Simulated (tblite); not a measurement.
Species: C5H12N2OSi2.
Atom-mapped SMILES: `[CH3:1][N:2]([CH3:3])[C:4](=[O:5])[Si@:6]([CH3:7])([SiH3:8])[C:9]#[N:10]` (hydrogens: H11, H12, H13 on C1; H14, H15, H16 on C3; H17, H18, H19 on C7; H20, H21, H22 on Si8)

Computed with GFN2-xTB (tblite), gas phase: L-BFGS steps from a force-field or distance-geometry start until the largest atomic force falls under 0.01 eV/Å.

Step 53: E = -819.8812 eV
```
atom  x, y, z in Å  |  force x, y, z in eV/Å
C1     -2.0600   -0.5114   -0.5248   -0.002  -0.002  -0.024
N2     -1.5609    0.1812    0.6321    0.009   0.009  -0.021
C3     -2.5806    0.6756    1.5327    0.008  -0.008  -0.001
C4     -0.2658    0.4631    0.8553   -0.001   0.013   0.012
O5      0.0957    1.0854    1.8527    0.020   0.015  -0.002
Si6     1.2159   -0.0480   -0.2810   -0.017   0.012   0.008
C7      1.4677   -1.9397   -0.1610   -0.013  -0.023   0.009
Si8     2.9832    1.3005    0.3906    0.013   0.014  -0.006
C9      0.6651    0.2328   -2.0553   -0.033   0.044  -0.083
N10     0.3371    0.4601   -3.1322    0.040  -0.030   0.080
H11    -1.2501   -0.9855   -1.0722   -0.008  -0.009   0.002
H12    -2.5687    0.1827   -1.2012   -0.018  -0.003   0.012
H13    -2.7751   -1.2775   -0.2131    0.025   0.010  -0.001
H14    -3.2588    1.3485    1.0033    0.009   0.005  -0.002
H15    -3.1559   -0.1555    1.9454   -0.002  -0.014   0.005
H16    -2.0904    1.2135    2.3415    0.023   0.007  -0.004
H17     2.3030   -2.2606   -0.7771    0.011   0.023   0.008
H18     1.6871   -2.2193    0.8658    0.022  -0.018   0.010
H19     0.5961   -2.5094   -0.4737   -0.013  -0.013  -0.011
H20     2.6470    2.7209    0.2987   -0.015  -0.009   0.005
H21     3.4138    0.9875    1.7529   -0.015  -0.010  -0.009
H22     4.1442    1.0745   -0.4866   -0.043  -0.014   0.016
```

Step 54: E = -819.8817 eV
```
atom  x, y, z in Å  |  force x, y, z in eV/Å
C1     -2.0601   -0.5122   -0.5247   -0.015  -0.010  -0.023
N2     -1.5600    0.1826    0.6308    0.020  -0.004  -0.030
C3     -2.5773    0.6777    1.5340    0.019  -0.011  -0.015
C4     -0.2644    0.4623    0.8528    0.011   0.018   0.006
O5      0.0998    1.0852    1.8491    0.011   0.013   0.000
Si6     1.2172   -0.0489   -0.2835   -0.021   0.010   0.007
C7      1.4660   -1.9409   -0.1621   -0.012  -0.030   0.009
Si8     2.9797    1.3038    0.3939    0.018   0.008  -0.016
C9      0.6670    0.2308   -2.0584   -0.024   0.044  -0.073
N10     0.3433    0.4589   -3.1363    0.033  -0.029   0.073
H11    -1.2518   -0.9857   -1.0761   -0.013   0.020   0.013
H12    -2.5766    0.1795   -1.1981    0.000  -0.006   0.013
H13    -2.7707   -1.2816   -0.2110    0.018   0.008   0.009
H14    -3.2551    1.3513    1.0052    0.001   0.006   0.003
H15    -3.1522   -0.1530    1.9483   -0.001  -0.008   0.005
H16    -2.0830    1.2156    2.3405    0.014   0.003  -0.004
H17     2.3013   -2.2650   -0.7765    0.013   0.027   0.001
H18     1.6837   -2.2219    0.8646    0.019  -0.012   0.015
H19     0.5934   -2.5086   -0.4759   -0.014  -0.014  -0.011
H20     2.6401    2.7239    0.3021   -0.010  -0.021   0.009
H21     3.4063    0.9855    1.7567   -0.014  -0.002  -0.017
H22     4.1430    1.0800   -0.4827   -0.054  -0.009   0.028
```

Step 55: E = -819.8822 eV
```
atom  x, y, z in Å  |  force x, y, z in eV/Å
C1     -2.0591   -0.5128   -0.5251   -0.021  -0.011  -0.011
N2     -1.5575    0.1845    0.6289    0.024  -0.012  -0.028
C3     -2.5725    0.6800    1.5350    0.024  -0.012  -0.024
C4     -0.2615    0.4626    0.8500    0.019   0.019  -0.004
O5      0.1054    1.0866    1.8449   -0.002   0.010   0.001
Si6     1.2191   -0.0500   -0.2861   -0.017  -0.001   0.002
C7      1.4630   -1.9435   -0.1637   -0.009  -0.024   0.007
Si8     2.9759    1.3080    0.3982    0.005  -0.005  -0.019
C9      0.6684    0.2281   -2.0614   -0.003   0.031  -0.024
N10     0.3467    0.4541   -3.1400    0.018  -0.019   0.029
H11    -1.2523   -0.9837   -1.0814   -0.011   0.043   0.018
H12    -2.5849    0.1762   -1.1940    0.013  -0.007   0.010
H13    -2.7632   -1.2870   -0.2091    0.007   0.004   0.022
H14    -3.2505    1.3543    1.0072   -0.003   0.003   0.008
H15    -3.1469   -0.1504    1.9512    0.003   0.000   0.001
H16    -2.0747    1.2182    2.3397    0.006  -0.004  -0.009
H17     2.2983   -2.2707   -0.7765    0.010   0.031  -0.003
H18     1.6787   -2.2270    0.8629    0.012  -0.004   0.013
H19     0.5885   -2.5074   -0.4795   -0.007  -0.014  -0.009
H20     2.6304    2.7270    0.3068   -0.006  -0.026   0.012
H21     3.3972    0.9846    1.7615   -0.010   0.005  -0.020
H22     4.1410    1.0879   -0.4765   -0.049  -0.006   0.028
```

Step 56: E = -819.8826 eV
```
atom  x, y, z in Å  |  force x, y, z in eV/Å
C1     -2.0578   -0.5134   -0.5254   -0.018  -0.006   0.006
N2     -1.5542    0.1861    0.6268    0.018  -0.011  -0.016
C3     -2.5673    0.6818    1.5353    0.021  -0.010  -0.024
C4     -0.2579    0.4635    0.8474    0.018   0.016  -0.013
O5      0.1107    1.0887    1.8410   -0.013   0.008   0.000
Si6     1.2211   -0.0512   -0.2883   -0.008  -0.016  -0.002
C7      1.4596   -1.9466   -0.1653   -0.006  -0.011   0.005
Si8     2.9723    1.3119    0.4021   -0.019  -0.018  -0.013
C9      0.6691    0.2253   -2.0639    0.017   0.017   0.028
N10     0.3479    0.4477   -3.1429    0.003  -0.007  -0.018
H11    -1.2521   -0.9801   -1.0865   -0.003   0.051   0.015
H12    -2.5917    0.1734   -1.1899    0.016  -0.004   0.004
H13    -2.7552   -1.2921   -0.2071   -0.004  -0.001   0.031
H14    -3.2461    1.3567    1.0089   -0.002  -0.003   0.010
H15    -3.1413   -0.1482    1.9534    0.009   0.006  -0.005
H16    -2.0675    1.2205    2.3387    0.003  -0.011  -0.016
H17     2.2951   -2.2760   -0.7771    0.003   0.031  -0.003
H18     1.6734   -2.2323    0.8613    0.005   0.003   0.006
H19     0.5829   -2.5063   -0.4835    0.003  -0.014  -0.005
H20     2.6207    2.7291    0.3117   -0.005  -0.023   0.013
H21     3.3888    0.9847    1.7658   -0.007   0.008  -0.018
H22     4.1391    1.0962   -0.4696   -0.031  -0.006   0.017
```

Question: Estimate the geometry and energy of step 57. (The exact step hangs on the optimiser's Hessian estimate; all steps are aligned on step 56, rigid shifts and turns removed.)

Answer: E = -819.8830 eV, largest force 0.066 eV/Å
```
atom  x, y, z in Å  |  force x, y, z in eV/Å
C1     -2.0569   -0.5141   -0.5253   -0.008   0.001   0.020
N2     -1.5504    0.1873    0.6247    0.007  -0.005   0.000
C3     -2.5617    0.6835    1.5350    0.012  -0.004  -0.016
C4     -0.2540    0.4647    0.8445    0.009   0.011  -0.018
O5      0.1158    1.0907    1.8373   -0.018   0.007  -0.003
Si6     1.2231   -0.0528   -0.2908    0.001  -0.027  -0.005
C7      1.4559   -1.9499   -0.1671   -0.002   0.004   0.002
Si8     2.9685    1.3152    0.4057   -0.042  -0.028  -0.004
C9      0.6700    0.2226   -2.0664    0.030   0.006   0.058
N10     0.3491    0.4411   -3.1460   -0.006   0.002  -0.048
H11    -1.2521   -0.9754   -1.0912    0.009   0.047   0.005
H12    -2.5982    0.1706   -1.1854    0.011   0.001  -0.001
H13    -2.7476   -1.2973   -0.2042   -0.012  -0.005   0.036
H14    -3.2416    1.3590    1.0104    0.002  -0.009   0.008
H15    -3.1357   -0.1459    1.9553    0.015   0.009  -0.012
H16    -2.0605    1.2226    2.3374    0.003  -0.015  -0.020
H17     2.2916   -2.2810   -0.7778   -0.004   0.029  -0.002
H18     1.6678   -2.2370    0.8597   -0.001   0.006  -0.002
H19     0.5773   -2.5055   -0.4876    0.013  -0.015   0.000
H20     2.6106    2.7305    0.3169   -0.005  -0.016   0.012
H21     3.3808    0.9855    1.7697   -0.004   0.009  -0.012
H22     4.1374    1.1049   -0.4617   -0.010  -0.008   0.001
```

The energy changes by -0.0004 eV. The first-order estimate −F·Δx gives -0.0005 eV and the mean of the old and new forces, exact on a quadratic surface, -0.0004 eV. The step makes an angle of 83° with the force vector and moves no atom by more than 0.012 Å.

The cost below is that of the whole relaxation. On Arm Neoverse N1, one thread (shared host), this took 2.8 s wall.
